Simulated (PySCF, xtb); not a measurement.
ClH₄NO₂Si, SMILES N[Si](O)(O)Cl. Other conformers were not sampled.

Harmonic wavenumbers (cm⁻¹) from GFN2-xTB (xtb 6.7.1) at its own minimum, in rising order: 155, 171, 194, 234, 265, 268, 293, 321, 479, 570, 805, 815, 836, 850, 940, 972, 1514, 3488, 3522, 3659, 3687.

Task: What does PySCF with PBE0-D3(BJ)/def2-SVP give at its own minimum? (An estimate is asked for; the answer gives what the named calculation found.)

Result: 122, 187, 220, 272, 290, 307, 354, 366, 403, 537, 791, 820, 833, 860, 970, 995, 1532, 3621, 3726, 3926, 3935. Paired by order, the mean absolute difference is 64 cm⁻¹ and the zero-point energies are 34.4 and 35.8 kcal/mol.
